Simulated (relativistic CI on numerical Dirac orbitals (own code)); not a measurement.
Ru6+: resonant inelastic scattering at the L2,3 edge

Computed with this model: Dirac-Coulomb-Breit CI, KLI orbitals optimised for each configuration, model QED (radiative potential, 1s self-energy scaled to tabulated hydrogen-like ionisation energies), valence Slater integrals scaled by 0.8, Kramers-Heisenberg scattering through one core-hole configuration in a parametric crystal field; configurations [Kr] 4d2 → [He] 2s2 2p5 3s2 3p6 3d10 4s2 4p6 4d3; 80 K; core-hole width 1.6 eV; summed over polarisations. Incident energies are the highest absorption maxima for each field (at most a few, so the weaker spin-orbit partner edge can be absent), on the computed scale of the free ion. Intensities are in per cent of the strongest line above 0.02 eV; levels within 1 cm⁻¹ are merged; final levels count from the ground level, the first row holds all elastic scattering, lines under 0.4 are left out and each table stops after 24 rows. The scale of the Slater integrals is a model choice and moves the terms in proportion.

Field parameters in Wybourne normalisation: Td as Oh with Dq negative (B⁴₀ = 21Dq, B⁴₄ = √(5/14) B⁴₀). The field is a parameter set, without covalency.

S is read from ⟨S²⟩ = S(S + 1).

Td, 10Dq = -3800 cm⁻¹:

```
Final level (eV)  Degeneracy  Irrep     S  2852.5 eV  2979.5 eV  2981.4 eV
           0.000           3     T2  0.99     4037.3      207.5      294.1
           0.370           2      E  0.97       67.8       61.2       29.2
           0.545           1     A2  1.00       13.7        5.3        1.8
           0.596           3     T2  0.99      100.0       38.6       29.3
           0.621           3     T1  1.00       41.9       22.8       25.7
           0.960           3     T2  1.00       35.4        3.9        4.7
           1.076           2      E  0.99        9.9        3.5        2.9
           1.174           3     T1  0.99       31.6       15.7        6.7
           1.232           1     A1  0.98       10.6       16.7       17.1
           1.718           2      E  0.24       53.8       11.0       51.1
           1.984           3     T2  0.46       76.4        8.1       36.1
           2.078           1     A1  0.99       14.2       34.2       32.6
           2.216           3     T1  1.00       17.5       31.1        6.6
           2.462           2      E  0.92        8.7        5.7        6.5
           2.582           3     T2  0.76       15.5        2.3        2.7
           2.592           1     A1  0.04       15.2        2.8       23.4
           2.742           3     T1  0.03       20.3        3.2       36.0
           3.030           2      E  0.06        1.1        0.3        0.5
           3.078           3     T2  0.04        1.6        0.2        1.2
           6.077           1     A1  0.03        1.9        1.3        5.5
```

Td, 10Dq = -8550 cm⁻¹:

```csv
Final level (eV),Degeneracy,Irrep,S,2852.6 eV,2979.9 eV,2981.5 eV
0.000,3,T2,1.00,5064.5,454.2,478.0
0.932,2,E,0.91,40.9,76.8,40.9
1.051,1,A2,1.00,8.3,6.7,0.8
1.096,3,T2,0.99,98.2,80.4,38.1
1.152,3,T1,1.00,55.5,44.3,36.6
1.717,2,E,0.62,61.2,16.9,42.3
1.756,3,T2,1.00,100.0,16.0,13.0
1.896,2,E,0.74,65.7,13.8,25.9
1.950,3,T1,0.99,68.9,48.3,21.5
1.952,1,A1,0.95,16.5,47.0,46.3
2.590,3,T2,0.34,87.0,12.0,43.7
2.795,1,A1,0.13,25.2,9.7,26.8
2.931,1,A1,0.99,4.4,12.5,12.0
2.995,3,T1,0.95,27.6,19.8,10.9
3.161,2,E,0.98,19.5,5.0,2.4
3.267,3,T1,0.16,37.3,7.3,62.6
3.275,3,T2,0.84,17.2,3.4,2.9
4.068,2,E,0.04,2.2,0.2,0.2
4.107,3,T2,0.04,1.8,0.2,0.7
6.914,1,A1,0.02,1.1,1.1,2.0
```

Td, 10Dq = -13300 cm⁻¹:

| Final level (eV) | Degeneracy | Irrep | S | 2852.8 eV | 2980.2 eV | 2981.7 eV |
| --- | --- | --- | --- | --- | --- | --- |
| 0.000 | 3 | T2 | 1.00 | 3971.8 | 571.3 | 357.6 |
| 1.373 | 2 | E | 0.63 | 34.7 | 87.7 | 44.8 |
| 1.611 | 1 | A2 | 1.00 | 1.4 | 4.6 | 0.9 |
| 1.652 | 3 | T2 | 1.00 | 81.8 | 79.8 | 34.7 |
| 1.722 | 3 | T1 | 1.00 | 39.5 | 49.9 | 26.9 |
| 1.934 | 2 | E | 0.63 | 50.3 | 8.5 | 17.8 |
| 2.513 | 1 | A1 | 0.76 | 14.6 | 62.9 | 39.3 |
| 2.537 | 3 | T2 | 1.00 | 100.0 | 20.2 | 13.6 |
| 2.596 | 2 | E | 0.97 | 53.2 | 12.6 | 9.7 |
| 2.657 | 3 | T1 | 0.99 | 68.6 | 52.6 | 20.2 |
| 3.027 | 1 | A1 | 0.45 | 27.2 | 5.9 | 2.4 |
| 3.224 | 3 | T2 | 0.19 | 59.3 | 8.9 | 29.0 |
| 3.764 | 3 | T1 | 0.25 | 55.6 | 11.6 | 55.1 |
| 3.980 | 1 | A1 | 0.99 | 0.6 | 3.2 | 3.1 |
| 4.052 | 3 | T1 | 0.90 | 7.0 | 4.7 | 8.4 |
| 4.067 | 2 | E | 1.00 | 12.6 | 1.3 | 1.0 |
| 4.136 | 3 | T2 | 0.92 | 9.8 | 1.8 | 1.7 |
| 5.193 | 2 | E | 0.02 | 1.6 | 0.1 | 0.1 |
| 5.225 | 3 | T2 | 0.03 | 1.1 | 0.1 | 0.2 |
| 7.901 | 1 | A1 | 0.02 | 0.6 | 0.6 | 0.6 |

For the first field the strongest loss at the lowest incident energy is the level at 0.60 eV (S = 0.99, against 0.99 in the thermal ground state). Levels of other spin, the first over 8 % at 1.72 eV, appear because spin-orbit coupling of the core hole, and in heavier ions of the valence shell too, mixes spins.
